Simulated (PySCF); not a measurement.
**Dipole moment and polarisability of `[H]/N=C\c1ccc(C#N)s1`**

Species: C6H4N2S.
Cartesian coordinates in Å at the GFN2-xTB level; atoms count from 1:
```
atom  x, y, z in Å
N1     3.825    1.556    0.567
C2     2.809    1.057    0.377
C3     1.577    0.442    0.144
C4     1.361   -0.813   -0.379
C5     0.002   -1.123   -0.476
C6    -0.821   -0.114   -0.031
C7    -2.269   -0.118    0.003
N8    -3.049    0.784    0.407
S9     0.095    1.253    0.523
H10    2.160   -1.469   -0.674
H11   -0.372   -2.056   -0.858
H12   -2.728   -1.028   -0.374
H13   -2.593    1.628    0.755
```

Level: PBE0/def2-SVPD (PySCF), static field, nuclei fixed, core orbitals frozen in the response. The polarisability tensor in these axes (au):

```
x   155.43   7.77   0.88
y     7.77  95.01  16.30
z     0.88  16.30  62.94
```

**Question.** Diagonalise the tensor; give its mean and Δα, where Δα² is half the sum of the squared differences of the eigenvalues.

**Answer.** Principal values 56.06, 100.81 and 156.50 au; mean 104.46 au = 15.48 Å³ = 17.22 × 10⁻⁴⁰ C²·m²/J; Δα = 87.16 au (83 % of the mean).

**Question.** What is the dipole moment, and where does it point?

**Answer.** (-1.26, -2.71, -1.12) D, 3.19 D in size, pointing from the negative to the positive side. Measured along this direction, the outermost atoms are N1 at the negative end and H11 and H12 at the positive end.

**Question.** Rayleigh depolarisation ratio (linearly polarised light, static tensor)?

**Answer.** ρ = 3Δα²/(45ᾱ² + 4Δα²) = 22789.2/(491026 + 30385.6) = 0.0437.

**Question.** Find the Langevin capture rate constant for O2+ (31.990 u) meeting this molecule (136.010 u), k = 2.342 × 10⁻⁹ cm³/s × √(α in Å³ / reduced mass in u).

**Answer.** The reduced mass is 25.90 u, so k = 1.81 × 10⁻⁹ cm³/s. The formula leaves out the permanent dipole, which adds to the capture rate.

**Question.** In TDDFT the mean static polarisability is Σ f/ω² over all singlet excitations (ω in hartree). How much of it do the 8 lowest give? Their energies (eV) and oscillator strengths: 4.03, 0.0015; 4.42, 0.3661; 4.90, 0.0552; 5.63, 0.0001; 5.95, 0.0003; 6.17, 0.0108; 6.23, 0.0000; 6.32, 0.0000.

**Answer.** They add up to 15.84 au, 15.2 % of the 104.46 au; the largest single term is 13.85 au, from the state at 4.42 eV. Terms in order: 0.07, 13.85, 1.70, 0.00, 0.01, 0.21, 0.00, 0.00 au. Higher excitations give the rest. The strengths listed sum to 0.434.

**Question.** What molar refraction does this α imply?

**Answer.** Lorentz–Lorenz: R = (4π/3)N_A α = 2.5225 cm³/(mol·Å³) × 15.48 Å³ = 39.0 cm³/mol, in the limit of long wavelengths.

**Question.** Give the eigenvalues of the traceless quadrupole moment Θ = ½Σq(3rr − r²1), origin at the centre of nuclear charge.

**Answer.** -27.06, 6.49, 20.57 D·Å. The values depend on the origin, since the dipole doesn't vanish. The electronic extent ⟨r²⟩ about the same centre is 1445 bohr², a root-mean-square distance of 2.40 Å for the 70 electrons.

The structure is a single GFN2-xTB conformer in the gas phase; no vibrational or solvent corrections.
